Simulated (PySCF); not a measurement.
Isomers of C5H10Se, mass 149.995 u with the commonest isotopes. The calculation used PBE0-D3(BJ)/def2-SVP geometry optimisation, gas phase (PySCF). One conformer each, none proved a minimum here; rigid rotors.

Question: Order these by rotational constant C, smallest first.
A. `[CH3:1][CH2:2][CH2:3][CH2:4][CH:5]=[Se:6]` with C1–C2–C3–C4 180°, C2–C3–C4–C5 178°, C3–C4–C5–Se6 121°
B. `[CH2:1]1[CH2:2][CH2:3][Se:4][CH2:5][CH2:6]1` with C6–C1–C2–C3 38°, C1–C2–C3–Se4 -71°, C2–C3–Se4–C5 31°, C3–Se4–C5–C6 32°
C. `[CH2:1]=[C:2]([CH3:3])[CH2:4][Se:5][CH3:6]` with C1–C2–C4–Se5 104°, C2–C4–Se5–C6 160°
D. `[CH3:1][C@@H:2]1[CH2:3][CH2:4][Se:5][CH2:6]1` with C1–C2–C3–C4 -177°, C2–C3–C4–Se5 39°, C3–C4–Se5–C6 -14°, C4–Se5–C6–C2 -14°

Answer: A (589.3 MHz), C (1151 MHz), D (1237 MHz), B (1429 MHz).

Question: Order these by radius of gyration √(Σ m r²/M), largest first.
A. `[CH2:1]1[CH2:2][CH2:3][Se:4][CH2:5][CH2:6]1` with C6–C1–C2–C3 38°, C1–C2–C3–Se4 -71°, C2–C3–Se4–C5 31°, C3–Se4–C5–C6 32°
B. `[CH2:1]=[C:2]([CH3:3])[CH2:4][Se:5][CH3:6]` with C1–C2–C4–Se5 104°, C2–C4–Se5–C6 160°
C. `[CH3:1][C@@H:2]1[CH2:3][CH2:4][Se:5][CH2:6]1` with C1–C2–C3–C4 -177°, C2–C3–C4–Se5 39°, C3–C4–Se5–C6 -14°, C4–Se5–C6–C2 -14°
D. `[CH3:1][CH2:2][CH2:3][CH2:4][CH:5]=[Se:6]` with C1–C2–C3–C4 180°, C2–C3–C4–C5 178°, C3–C4–C5–Se6 121°

Answer: D (2.417 Å), B (1.795 Å), C (1.673 Å), A (1.576 Å).

Question: Order these by out-of-plane moment Σ m c² = (Ia + Ib − Ic)/2, largest first.
A. `[CH2:1]=[C:2]([CH3:3])[CH2:4][Se:5][CH3:6]` with C1–C2–C4–Se5 104°, C2–C4–Se5–C6 160°
B. `[CH3:1][CH2:2][CH2:3][CH2:4][CH:5]=[Se:6]` with C1–C2–C3–C4 180°, C2–C3–C4–C5 178°, C3–C4–C5–Se6 121°
C. `[CH3:1][C@@H:2]1[CH2:3][CH2:4][Se:5][CH2:6]1` with C1–C2–C3–C4 -177°, C2–C3–C4–Se5 39°, C3–C4–Se5–C6 -14°, C4–Se5–C6–C2 -14°

Answer: A (43.92 u·Å²), B (18.63 u·Å²), C (11.25 u·Å²).

```tsv
SMILES	point group	Ia (u·Å²)	Ib (u·Å²)	Ic (u·Å²)	κ	μa (D)	μb (D)	μc (D)
CCCCC=[Se]	C1	44.64	850.27	857.66	-1.00	2.41	0.65	0.45
C[C@@H]1CC[Se]C1	C1	102.70	328.38	408.57	-0.84	1.91	0.55	0.09
C1CC[Se]CC1	C2	128.14	263.08	353.74	-0.61	1.82	0.00	0.00
C=C(C)C[Se]C	C1	101.10	425.95	439.20	-0.98	0.21	0.53	1.37
```
